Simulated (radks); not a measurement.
Results of a calculation; reference values are marked as such.
Task: Ionisation of Tb2+, [Xe] 4f9, to Tb3+, [Xe] 4f8, under several functionals. Dirac Kohn-Sham, spin-unpolarised, spherical densities, finite nucleus; open shells fill j = l - 1/2 first; a radial shooting solver on a logarithmic mesh with Libxc functionals. The NIST Atomic Spectra Database gives 21.82 eV (semi-empirical). Rank these functionals by the error of their Delta-SCF ionisation energy: SOGGA; PBEsol; LDA (Slater exchange, VWN5 correlation); BLYP.

Result: From best to worst: BLYP 24.571 eV (+2.751); SOGGA 24.655 eV (+2.835); PBEsol 24.766 eV (+2.946); LDA (Slater exchange, VWN5 correlation) 25.056 eV (+3.236). Spin polarisation and multiplet splitting are left out, so open shells lie too high by an amount that depends on their filling.

Beside tabulated values, note that spin-unpolarised runs miss the spin-polarisation part of the exchange energy of open shells.
